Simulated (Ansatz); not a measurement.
Geometry optimisation, Ansatz 0.2.0, RKS r2SCANh/def2-SVP.

The input (input.yaml):

```yaml
crystal:
  periodic: [false, false, false]
  atoms:
    - { symbol: B, position_ang: [0.0, 0.0, 0.0] }
    - { symbol: "N", position_ang: [0.0, 0.0, 1.9] }
    - { symbol: H, position_ang: [-0.877, -0.2713, 2.43] }
    - { symbol: H, position_ang: [0.877, 0.2713, 2.43] }
    - { symbol: O, position_ang: [1.2211, 0.0, -0.705] }
    - { symbol: H, position_ang: [1.5209, -0.9519, -0.8599] }
    - { symbol: O, position_ang: [-1.2211, 0.0, -0.705] }
    - { symbol: H, position_ang: [-1.7308, -0.8467, -0.4965] }
    - { symbol: Br, position_ang: [-0.2927, 2.2013, 0.7379] }
    - { symbol: H, position_ang: [-0.1505, 1.1322, 1.8085] }
basis:
  gaussian: { orbitals: def2-SVP }
hamiltonian:
  xc: r2scanh
relax:
  f_tol: 0.15
  max_steps: 25
  restrain:
    - { distance: [0, 8], at: 2.04, k: 30.0 }
    - { distance: [9, 1], at: 1.06, k: 30.0 }
    - { distance: [0, 1], at: 2.75, k: 30.0 }
    - { distance: [9, 8], at: 2.75, k: 30.0 }
```

Run as:

```bash
$ ansatz run input.yaml --threads 4 --pin off --max-ram 5120MiB --backend cpu --events-out ev --progress --plain --runs-dir out
```

**Question.** Where does it end, and by what steps?

**Answer.** It converged. The restraints hold the end off the free minimum. After 9 steps the energy has fallen by 3.360 eV (the restraints' own energy left out); Br9 moved furthest, 0.94 Å. Parted: Br9–H10 (1.52 → 2.75 Å).

```csv
step,energy less start (eV),largest force component (eV/Å),accepted
0,0.0000,5.248,yes
1,-1.0499,3.230,yes
2,-1.2929,3.178,yes
3,-1.6839,2.641,yes
4,-2.6135,2.607,yes
5,-2.9553,2.273,yes
6,-3.2177,1.834,yes
7,-3.3532,0.871,yes
8,-3.3552,0.840,yes
9,-3.3601,0.888,yes
```

```xyz
10
Properties=species:S:1:pos:R:3
B -0.096 0.555 -0.476
N -0.018 -0.063 2.201
H -0.736 -0.440 2.817
H 0.858 -0.111 2.717
O 1.133 0.046 -0.696
H 1.154 -0.914 -0.762
O -1.304 -0.031 -0.599
H -1.272 -0.991 -0.646
Br -0.145 2.535 -0.132
H -0.228 0.949 2.116
```

Time of the run: 19 s on 4 threads of Intel(R) Xeon(R) Platinum 8488C (Sapphire Rapids), on a shared host, peak memory 0.33 GiB.
